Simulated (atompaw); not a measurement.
# An all-electron radial function and its pseudo partner (Se)

Columns: radius, all-electron u(r) and pseudo u(r) of the 4p shell (level -6.81 eV) of selenium in the configuration [Ar] 3d10 4s1.75 4p4.25; LDA (PW92), scalar-relativistic, PAW (atompaw) scheme, atompaw 4.2.0.5.

```tsv
r (bohr)	all-electron	pseudo
0.083	0.1857	0.0054
0.165	0.1080	0.0213
0.248	-0.1005	0.0473
0.331	-0.2572	0.0825
0.413	-0.3158	0.1251
0.496	-0.2927	0.1746
0.579	-0.2153	0.2289
0.662	-0.1087	0.2863
0.744	0.0075	0.3441
0.827	0.1250	0.4022
0.910	0.2354	0.4581
0.992	0.3337	0.5099
1.075	0.4207	0.5576
1.158	0.4946	0.5997
1.240	0.5551	0.6351
1.323	0.6046	0.6645
1.406	0.6432	0.6874
1.488	0.6718	0.7037
1.571	0.6921	0.7144
1.654	0.7049	0.7198
1.737	0.7113	0.7205
1.819	0.7122	0.7173
1.902	0.7085	0.7109
1.985	0.7009	0.7017
2.067	0.6902	0.6903
2.150	0.6768	0.6768
```

Problem. How many radial nodes do the two functions have?

Solution. The all-electron 4p function has n − l − 1 = 2; the pseudo-wave has 0, since the states of the same l below it are removed with the core.

Problem. Where does each function peak?

Solution. Outermost all-electron maximum near 1.82 bohr, pseudo maximum near 1.74 bohr (to the table’s step).

Problem. Is the pseudo-wave norm-conserving?

Solution. No, it belongs to a PAW set: the norm inside the radius is not constrained, and the difference is carried by the augmentation charge.
